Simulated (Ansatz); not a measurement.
`[SiH3]BO[SiH3]` + H₂ → `BO[SiH3]` + SiH₄ at 600 K and 1 bar (hydrogenolysis of a B–Si bond).

Program: Ansatz. Geometries: PBE0-D4/def2-TZVP. ΔE: electronic, gas phase. CCSD(T)/CBS adds triple-zeta CCSD(T) − MP2 to the extrapolated MP2 energy (def2 sets, frozen cores). This one scheme is used for every species. Each species was taken in one conformer, which may not be the lowest.

```
         species  CCSD(T)/CBS energy (Eh)  H − E (kJ/mol)  S (J/(mol·K))
`[SiH3]BO[SiH3]`               -682.38605           241.5          458.6
              H₂                 -1.17544            43.9          150.8
      `BO[SiH3]`               -392.11480           178.4          358.6
            SiH₄               -291.46306           108.7          242.3
```

H − E and S are ideal-gas, rigid-rotor, harmonic terms from PBE0-D4/def2-TZVP, for one conformer and one mirror image of each species. The MP2-based limit puts H₂ 0.8 mEh under its directly extrapolated value; such offsets cancel only in part. 1 Eh = 2625.50 kJ/mol, R = 8.31446 J/(mol·K).

Problem. By hand: ΔE, ΔH, ΔS and ΔG.

Solution. ΔE = (-392.11480) + (-291.46306) − (-682.38605) − (-1.17544) = -0.01637 Eh = -43.0 kJ/mol. Δ(H − E) = 178.4 + 108.7 − 241.5 − 43.9 = 1.7, so ΔH = -41.3 kJ/mol. ΔS = 358.6 + 242.3 − 458.6 − 150.8 = -8.5 J/(mol·K). ΔG = -41.3 − 600 × (-8.5)/1000 = -36.2 kJ/mol.

Problem. By hand: the equilibrium constant, and the temperature at which ΔG would vanish if ΔH and ΔS stayed fixed.

Solution. log₁₀ K = −ΔG/(RT ln 10) = 3.2. ΔG = 0 at ΔH/ΔS = 4859 K, far beyond where these terms or the molecules hold.

The number of gas molecules stays the same, so ΔS is small and ΔH decides. A doubt of 5 kJ/mol in ΔE shifts log₁₀ K by 0.4 here. Other conformers and mirror images would add mixing entropy, several J/(mol·K) or more a flexible species. Modes under 60 cm⁻¹, often nearly free rotors, make the harmonic entropy too high. These are equilibria of isolated gas molecules and say nothing of rates. Largest T1 diagnostic: 0.014 (customary marks: 0.02 for closed shells, 0.045 for open ones).
